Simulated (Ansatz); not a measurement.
(F2Al-mu-PH2)3 (Al₃P₃H₆F₆). The state is a singlet with charge 0. Geometry PBE-D4/def2-SVP, basis def2-TZVP, Ansatz.

```tsv
run	HOMO (eV)	LUMO (eV)
A	-9.79	-0.60
B	-8.56	-1.75
C	-7.36	-2.54
D	-7.66	-2.38
E	-8.75	-1.66
```

Single mean-field runs in def2-TZVP are fitted with def2-universal-jkfit.

Task: The runs used CAM-B3LYP, PBE, PBE0, r2SCAN, r2SCAN0. Estimate which is which.

Result: A CAM-B3LYP (range-separated); B PBE0 (25 % exact exchange); C PBE (0 % exact exchange); D r2SCAN (0 % exact exchange); E r2SCAN0 (25 % exact exchange). Exact exchange lowers occupied and raises empty levels; among semilocal functionals meta-GGAs tend to open the gap a little, and such runs are hard to tell apart. The gap grows from 4.82 eV (PBE) to 9.20 eV (CAM-B3LYP).
